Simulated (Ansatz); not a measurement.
Basis-set series for C₂H₅FGa (`[CH2][Ga]([CH3])[F]`) radical. The species carries charge 0 and has multiplicity 2. The structure was optimised at the PBE0-D4/def2-TZVP level.

| functional | basis | functions | energy (Eh) | HOMO (eV) | LUMO (eV) |
| --- | --- | --- | --- | --- | --- |
| PBE0-D4 | def2-SVP | 99 | -2103.08047 | -7.36 | -2.76 |
| PBE0-D4 | def2-QZVPP | 410 | -2103.59659 | -7.45 | -2.92 |
| ωB97M-V | def2-SVP | 99 | -2103.33877 | -9.37 | -0.88 |
| ωB97M-V | def2-QZVPP | 410 | -2103.86030 | -9.46 | -1.19 |

Q: Give the rows for def2-TZVPP. (An estimate is asked.)

A: Ansatz gave: 
| functional | basis | functions | energy (Eh) | HOMO (eV) | LUMO (eV) |
| --- | --- | --- | --- | --- | --- |
| PBE0-D4 | def2-TZVPP | 211 | -2103.54247 | -7.43 | -2.89 |
| ωB97M-V | def2-TZVPP | 211 | -2103.80803 | -9.45 | -1.10 |

HOMO and LUMO are taken over both spins. Scalar relativity is left out up to krypton.
